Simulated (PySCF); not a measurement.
Ligands exchanged one at a time, Ge F-Cl. All species are isolated molecules in the gas phase. Strings in code marks are SMILES.

Level of theory: B3LYP-D3(BJ)/def2-TZVP (PySCF). B3LYP has the VWN-RPA correlation part, as in Gaussian. Delta-SCF ions had no search for a lower state. Excitations are Tamm–Dancoff values on a coarser integration grid. The basis has no diffuse functions, so Rydberg states are missing or too high.

```tsv
species	HOMO (eV)	S1–T1 gap (TDA) (eV)	vertical ionisation energy (Delta-SCF) (eV)	S1 excitation (TDA) (eV)	S1 oscillator strength
0 of 4 F replaced by Cl (`[F][Ge]([F])([F])[F]`)	-12.36	–	15.10	8.49	0.000
1 of 4 F replaced by Cl (`[F][Ge]([Cl])([F])[F]`)	(withheld)	0.55	13.29	6.74	0.010
2 of 4 F replaced by Cl (`[F][Ge]([F])([Cl])[Cl]`)	-9.84	0.52	12.31	(withheld)	0.016
3 of 4 F replaced by Cl (`[F][Ge]([Cl])([Cl])[Cl]`)	-9.52	(withheld)	11.74	5.77	0.000
4 of 4 F replaced by Cl (`[Cl][Ge]([Cl])([Cl])[Cl]`)	(withheld)	–	(withheld)	5.49	0.000
```

Some entries are withheld; supply them.


- 1 of 4 F replaced by Cl (`[F][Ge]([Cl])([F])[F]`), HOMO (eV): -10.35
- 2 of 4 F replaced by Cl (`[F][Ge]([F])([Cl])[Cl]`), S1 excitation (TDA) (eV): 6.22
- 3 of 4 F replaced by Cl (`[F][Ge]([Cl])([Cl])[Cl]`), S1–T1 gap (TDA) (eV): 0.42
- 4 of 4 F replaced by Cl (`[Cl][Ge]([Cl])([Cl])[Cl]`), HOMO (eV): -9.36
- 4 of 4 F replaced by Cl (`[Cl][Ge]([Cl])([Cl])[Cl]`), vertical ionisation energy (Delta-SCF) (eV): 11.46
